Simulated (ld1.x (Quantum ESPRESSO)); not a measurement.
## What one change does to a pseudopotential (Au, TM)

```json
{
 "Element": "gold",
 "Generator": "ld1.x (Quantum ESPRESSO) 7.5",
 "Type": "norm-conserving Troullier–Martins (Kleinman–Bylander form)",
 "Functional": "PW91",
 "Relativity": "scalar-relativistic",
 "Frozen core": "[Xe]",
 "Valence charge": "25",
 "Reference configuration": "4f14 5d10 6s1 6p0",
 "Partial waves": "6s (bound): rc 2.45 bohr; 6p (bound, empty): rc 2.45 bohr; 5d (bound): rc 1.45 bohr; 4f (bound): rc 0.95 bohr",
 "Local potential": "all-electron potential smoothed inside 1.55 bohr (lloc = -1)",
 "Core correction": "a·sin(br)/r model core, default radius (core density twice the valence density)"
}
```

Change: all radii but the core radius scaled by about 1.41 (s 3.44, p 3.44, d 2.04, f 1.34 bohr); local potential all-electron potential smoothed inside 2.18 bohr (lloc = -1).

Cutoffs: the cutoffs (Ry, on a coarse ladder) from which the occupation-weighted sum of valence levels, in a spherical-Bessel basis at the reference potential, stays within 10 and 1 mRy of its value at 400 Ry; they do not see the model core or the augmentation charge, which bear on the density cutoff. Errors are all-electron minus pseudo energies relative to the spin-unpolarised reference configuration.

**Question.** What does the change do?

**Answer.** The bound ghosts move from p, s to s; the number of tests that count goes from 7 to 6; of the 6 tests that both files solve, the error grows in 5 and shrinks in 0 by more than 15 % and 0.3 meV (median size 35.8 → 139.8 meV). More of the atom is replaced by a form fitted at one configuration, so other configurations suffer.

```csv
quantity,base,changed
"cutoffs, loose and tight",not determined,"over 300 Ry, over 300 Ry"
bound ghosts,"s, p",s
"tests counted (converged, no solver errors)",7 of 7,6 of 7
"error for 4f14 5d10 6s0 6p0, meV [ΔE 9.49 eV]",-16,-17
"error for 4f14 5d9 6s0 6p0, meV [ΔE 30.78 eV]",-33,-141
"error for 4f14 5d8 6s0 6p0, meV [ΔE 64.73 eV]",-162,-439
"error for 4f14 5d7 6s0 6p0, meV [ΔE 112.53 eV]",-499,-1007
"error for 4f14 5d9 6s1 6p1, meV [ΔE 7.52 eV]",-39,+138
"error for 4f14 5d10 6s0 6p1, meV [ΔE 5.29 eV]",-5.4,-12
```

Base: These tests converged, but a pseudo level misses the all-electron one widely, so the file describes the atom poorly there or has found another state: 4f14 5d7 6s0 6p0: empty 6s by 4.6 eV (a node warning on the way). Changed file: Tests not counted: 4f13 5d10 6s1 6p0 (solver errors, printed error -4.6 eV). These tests converged, but a pseudo level misses the all-electron one widely, so the file describes the atom poorly there or has found another state: 4f14 5d8 6s0 6p0: empty 6s by 6.4 eV; 4f14 5d7 6s0 6p0: empty 6s by 11.9 eV. A true bound ghost makes a file unfit for plane-wave use even where its test errors are small: the radial tests pick states by their node count and pass the ghost by. Where a test does run into it, the solver fails or the error is huge.
